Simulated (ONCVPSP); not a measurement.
terbium (Tb): ONCV pseudisation with PBEsol, scalar-relativistic reference atom.

| Item | Value |
| --- | --- |
| Element | terbium (Tb) |
| Generator | ONCVPSP 4.0.1 |
| Type | optimised norm-conserving Vanderbilt (ONCV) |
| Functional | PBEsol |
| Relativity | scalar-relativistic |
| Frozen core | [Kr] 4d10 |
| Valence charge | 19 |
| Reference configuration | 4f9 5s2 5p6 (charge +2) |
| Partial waves | 5s: rc 1.90 bohr, ncon 4, nbas 8, qcut 5 1/bohr, 2 projectors, debl 3.3 Ha; 5p: rc 1.45 bohr, ncon 4, nbas 7, qcut 5.6 1/bohr, 2 projectors, debl 2 Ha; d scattering state at 0.21 Ha: rc 1.85 bohr, ncon 4, nbas 8, qcut 5.7 1/bohr, 2 projectors, debl 1.3 Ha; 4f: rc 1.20 bohr, ncon 4, nbas 9, qcut 12.5 1/bohr, 2 projectors, debl 1 Ha |
| Local potential | polynomial inside 1.10 bohr (lpopt 5, dvloc0 -1 Ha) |
| Core correction | Teter function, fcfact 4, rcfact 1.1 |

In the d channel the program set the typed energies aside and used 0.050, 1.350 Ha.

All-electron outer shells of the reference configuration (PBEsol, scalar-relativistic, ld1.x):

```tsv
shell	level (eV)	outermost node (bohr)	outermost maximum (bohr)
5p	-38.72	0.69	1.35
4f	-16.85	–	0.56
```

Task: Does the generator finish with these settings?

Result: No. ONCVPSP 4.0.1 stopped with "sratom123: lschfb convergence ERROR n,l,iter= 4 3 4": the all-electron bound-state solver failed for one shell.
